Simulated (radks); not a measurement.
Q: All-electron atom: the manganese ion Mn3+ in [Ar] 3d4. Method: Dirac Kohn-Sham, Wu-Cohen GGA, spin-unpolarised, spherical densities, finite nucleus; open shells fill j = l - 1/2 first; Fermi nuclear charge, rms radius 3.7057 fm; computed with a radial shooting solver on a logarithmic mesh with Libxc functionals. Some entries of the table are withheld. Estimate them.

| orbital | occ. | eigenvalue (hartree) | <r> (bohr) |
|---|---|---|---|
| 1s1/2 | 2 | -237.5056 | 0.06092 |
| 2s1/2 | 2 | -28.67421 | 0.2794 |
| 2p1/2 | 2 | (1) | (2) |
| 2p3/2 | 4 | (3) | (4) |
| 3s1/2 | 2 | -4.46689 | 0.8445 |
| 3p1/2 | 2 | -3.34523 | 0.8836 |
| 3p3/2 | 4 | -3.29703 | 0.8920 |
| 3d3/2 | 4 | (5) | (6) |
| 3d5/2 | 0 | (7) | (8) |
| 4s1/2 | 0 | -1.09875 | 2.342 |
| 4p1/2 | 0 | (9) | 2.665 |
| 4p3/2 | 0 | (10) | 2.682 |

A: 
(1) 2p1/2 eigenvalue (hartree): -24.76546
(2) 2p1/2 <r> (bohr): 0.2451
(3) 2p3/2 eigenvalue (hartree): -24.38216
(4) 2p3/2 <r> (bohr): 0.2481
(5) 3d3/2 eigenvalue (hartree): -1.51571
(6) 3d3/2 <r> (bohr): 1.041
(7) 3d5/2 eigenvalue (hartree): -1.51050
(8) 3d5/2 <r> (bohr): 1.044
(9) 4p1/2 eigenvalue (hartree): -0.85586
(10) 4p3/2 eigenvalue (hartree): -0.85004
